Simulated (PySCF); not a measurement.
Zn(k2OAc)2 (C₄H₆O₄Zn), SMILES CC1[O][Zn]2([O]C(C)=[O]->2)<-[O]=1. Atoms are numbered in the order given.

```xyz
15

Zn     0.0069     0.0014     0.0013
C      0.0979     2.3691    -3.0630
C      0.0805     1.4410    -1.8787
O     -0.4289     0.2698    -1.9833
O      0.5510     1.8272    -0.7508
H      0.9688     3.0470    -3.0100
H      0.0947     1.7960    -4.0071
H     -0.8192     2.9931    -3.0351
C     -0.1339    -2.3768     3.0557
C     -0.0707    -1.4386     1.8810
O     -1.0420    -0.6374     1.6420
O      0.9430    -1.4546     1.0969
H      0.8823    -2.6063     3.4233
H     -0.7628    -1.9524     3.8585
H     -0.5986    -3.3277     2.7226
```

Geometry: PBE-D3(BJ)/def2-SVP. The isomer is the one that the SMILES or the coordinates give; other isomers of the formula were not compared. One conformer was computed; it need not be the lowest.

Two levels are set side by side: PBE/pcSseg-1 (PySCF) and PBE0/pcSseg-1 (PySCF). GIAO shifts against H2O (¹⁷O), TMS (¹H), TMS (¹³C) at the same level; non-relativistic, no solvent, atoms listed together averaged. Differences are taken from unrounded values.

| quantity | PBE0 |
|---|---|
| δ(¹³C) of C2, C9 (ppm) | 23.7 |
| δ(¹³C) of C3, C10 (ppm) | 201.1 |

Q: What does PBE give, and how far is it from PBE0? (An estimate is asked for; the answer gives what the named calculation found.)

A: 
```csv
quantity,PBE,PBE minus PBE0
"δ(¹³C) of C2, C9 (ppm)",22.7,-1.1
"δ(¹³C) of C3, C10 (ppm)",194.6,-6.5
```

Rough cost on one machine, each run with all the roots and properties that it gave: PBE0 against PBE within a factor of 2.
